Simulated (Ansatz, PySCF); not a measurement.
This Ansatz (a quantum-chemistry and plane-wave program) input computes a B3LYP/def2-TZVPD energy:

Ansatz 0.2 input:
```yaml
crystal:
  periodic: [false, false, false]
  atoms:
    - {symbol: I, position_ang: [-0.00000000, -0.00000000, -1.30342046]}
    - {symbol: I, position_ang: [0.00000000, 0.00000000, 1.30342046]}
basis:
  gaussian:
    orbitals: def2-TZVPD
hamiltonian:
  xc: {name: B3LYP}
total_charge: 1
magnetization: {spin_polarized: true, initial_magnetization: 1}
output: {forces: true}
```

Write an input for the same energy in PySCF and say what it gives.


```python
from pyscf import gto, scf, dft

mol = gto.M(
    atom='''
    I    -0.00000000   -0.00000000   -1.30342046
    I     0.00000000    0.00000000    1.30342046
    ''',
    basis='def2-tzvpd',
    ecp='def2-tzvp',
    charge=1,
    spin=1,
    symmetry='D2h',
    verbose=4,
)

mf = dft.UKS(mol, xc='b3lyp').density_fit(auxbasis='def2-universal-jkfit')
mf.grids.level = 3
mf.conv_tol = 1e-9
mf.max_cycle = 100
mf.max_memory = 1500
mf.kernel()
if not mf.converged:
    mf = mf.newton()
    mf.kernel(mf.make_rdm1())
mf.analyze()
```
It gives -595.27934 Eh, and Ansatz -595.27934 Eh, a difference of 0.00 mEh.
